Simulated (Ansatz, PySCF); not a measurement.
System: SeCl (charge 0, doublet). 
Structure (B3LYP-D3(BJ)/def2-TZVP (Ansatz, a first-principles code) minimum search):
SMILES: Cl[Se]
```xyz
2

Se     0.0000     0.0000    -0.7157
Cl     0.0000     0.0000     1.4313
```
Charge 0, spin multiplicity 2.

Dipole moments at this geometry, in debye (magnitudes).

```json
[
 {"level": "HF/def2-TZVPD", "program": "PySCF", "dipole (D)": "1.09"},
 {"level": "SVWN5/def2-TZVPD", "program": "Ansatz", "dipole (D)": "0.42"},
 {"level": "PBE/def2-TZVPD", "program": "Ansatz", "dipole (D)": "0.49"},
 {"level": "TPSS/def2-TZVPD", "program": "PySCF", "dipole (D)": "0.52"},
 {"level": "r2SCAN/def2-TZVPD", "program": "PySCF", "dipole (D)": "0.58"},
 {"level": "B3LYP/def2-TZVPD", "program": "Ansatz", "dipole (D)": "0.66"},
 {"level": "PBE0/def2-TZVPD", "program": "Ansatz", "dipole (D)": "0.69"},
 {"level": "BHLYP/def2-TZVPD", "program": "Ansatz", "dipole (D)": "0.87"},
 {"level": "TPSSh/def2-TZVPD", "program": "PySCF", "dipole (D)": "0.60"},
 {"level": "r2SCAN0/def2-TZVPD", "program": "Ansatz", "dipole (D)": "0.74"},
 {"level": "MN15/def2-TZVPD", "program": "PySCF", "dipole (D)": "0.84"},
 {"level": "HSE06/def2-TZVPD", "program": "Ansatz", "dipole (D)": "(withheld)"},
 {"level": "CAM-B3LYP/def2-TZVPD", "program": "Ansatz", "dipole (D)": "0.79"},
 {"level": "CCSD(T)/def2-SVPD", "program": "Ansatz", "dipole (D)": "(withheld)"}
]
```

### Question
What belongs in the gaps?

### Answer

- HSE06/def2-TZVPD, dipole (D): 0.69
- CCSD(T)/def2-SVPD, dipole (D): 0.77
